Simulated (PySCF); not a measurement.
**Excitation energy of C²⁺ by level of theory**

C²⁺ [He] 2s2 (1S) → C²⁺ [He] 2s1 2p1 (3P), as a difference of total energies. All numbers are calculated (PySCF 2.14, the spin-free X2C one-electron Hamiltonian (Gaussian nucleus), in x2c-TZVPPall (5s3p2d1f, 31 functions)). Correlated levels: valence and next inner shell: nothing frozen. The calculations carry no spin-orbit coupling.

```
                                method  excitation energy (eV)
                                   UHF                   4.662
    MP2 (valence and next inner shell)                   5.731
SCS-MP2 (valence and next inner shell)                   6.024
   CCSD (valence and next inner shell)                   6.482
CCSD(T) (valence and next inner shell)                   6.489
  CCSDT (valence and next inner shell)                   6.489
```

Question: How much does correlation contribute at CCSD(T) (valence and next inner shell)?

Answer: 6.489 − (4.662) = 1.827 eV, measured against UHF.

A first-order spin-orbit estimate (lowest level to lowest level, LS coupling) adds -0.007 eV.

The basis was made for the ground configuration and has no added diffuse functions, so the excitation energy can come out too high.

The coupled-cluster amplitudes are large for the lower state (T1 above 0.03 or a double amplitude above 0.15), so a single reference is strained.
